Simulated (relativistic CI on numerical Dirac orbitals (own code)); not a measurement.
**Hyperfine structure of Nb XIX, mass number 93**

Method of calculation: Dirac-Coulomb-Breit CI, separate exchange-only KLI orbitals for each configuration, model QED (radiative potential, 1s self-energy scaled to tabulated hydrogen-like ionisation energies), unscaled Slater integrals (own radial code, finite nucleus).

Configuration list (outside the closed core [Ne]): 3s2 3p6 3d5, 3s2 3p5 3d6, 3s2 3p4 3d7, 3s 3p6 3d6, 3p6 3d7, 3s 3p5 3d7, 3s2 3p6 3d4 4s, 3s2 3p6 3d4 4p, 3s2 3p6 3d4 4d, 3s2 3p6 3d4 4f, 3s2 3p5 3d5 4s, 3s2 3p6 3d3 4s2, 3s2 3p6 3d4 5s, 3s2 3p6 3d3 4p2, 3s2 3p6 3d3 4s 4d, 3p6 3d6 4s. Levels of other configurations are missing.

Nuclear spin I = 9/2, μ = 6.163 μN, Q = -0.32 b (tables of Stone and Pyykkö). The electronic factors are computed for point nuclear moments, without core polarisation or the Bohr-Weisskopf and QED corrections.

```csv
Level,E (eV),A (MHz),B (MHz)
3s2 3p6 3d5 4G_7/2,12.3233,6926,-1020
3s2 3p6 3d5 4G_11/2,12.4642,6998,10.1
3s2 3p6 3d5 4G_5/2,12.4992,5962,-704
3s2 3p6 3d5 4P_3/2,12.5265,5905,-1310
3s2 3p6 3d5 4G_9/2,12.7501,6621,-758
3s2 3p6 3d5 4P_1/2,13.3087,-3773,
3s2 3p6 3d5 4D_7/2,14.9792,4553,-667
3s2 3p6 3d5 4D_5/2,15.8907,6075,464
```

Levels with J = 0, under 50 % of one LS term, or S terms without an open s electron are left out. Small factors come from cancelling terms and can be off by tens of per cent or more.

At this charge energies of transitions that change n are usually good to better than 1 %, and those within a shell (Δn = 0) to a few per cent. Terms inside the open d or f shell come out 10 to 20 % too wide with unscaled integrals.

(1) Give the hyperfine levels of 3s2 3p6 3d5 4G_7/2 relative to its centre of gravity.

Answers

(1) With K = F(F + 1) − I(I + 1) − J(J + 1), E = AK/2 + B[¾K(K + 1) − I(I + 1)J(J + 1)]/[2I(2I − 1)J(2J − 1)]: F = 1: -133800, F = 2: -119800, F = 3: -98830, F = 4: -70930, F = 5: -36150, F = 6: 5456, F = 7: 53810, F = 8: 108800 MHz.

LS names give the leading component of a level, which can be under half, so a name can repeat, a term be missing and a line seem to break the LS rules.
